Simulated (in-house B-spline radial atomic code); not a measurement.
Results of a calculation; reference values are marked as such.
**Extrapolating the RPA correlation energy in partial waves: Bi VI (Bi5+)**

All-electron RPA on PBE0 orbitals from a B-spline radial code for spherical atoms, scalar-relativistic (spin-free one-electron X2C), finite nucleus, configuration [Xe] 4f14 5d10. Without the two-electron picture change, the correlation of inner shells comes somewhat too large for so heavy an element. With empty states up to angular momentum L the sums are:

| L | E_c(L) (hartree) |
| --- | --- |
| 5 | -5.995378 |
| 6 | -6.388190 |
| 7 | -6.602419 |
| 8 | -6.724651 |

For large l each further wave adds A/(l + 1/2)⁴, because the basis must build the cusp where two electrons meet.

(1) Estimate the limit from L = 7 and L = 8.

(2) How good is the estimate?

Results:

(1) Wave 8 adds -0.122232, against a sum of (l + 1/2)⁻⁴ of 1.91569e-04, so A = -638.06. The sum over l > 8 is ζ(4, 9.5) = 4.5445e-04, close to 1/(3 × 9³) = 4.5725e-04. The tail is -0.289969 and the limit -7.01462 hartree.

(2) A run to L = 11 sums to -6.87087 and extrapolates to -6.96785 hartree, 10.32 millihartree from the run before, so it has not settled and is itself too deep. The estimate differs from that by -46.77 millihartree, while the bare sum at L = 8 misses 243.2 millihartree (3.5 %).
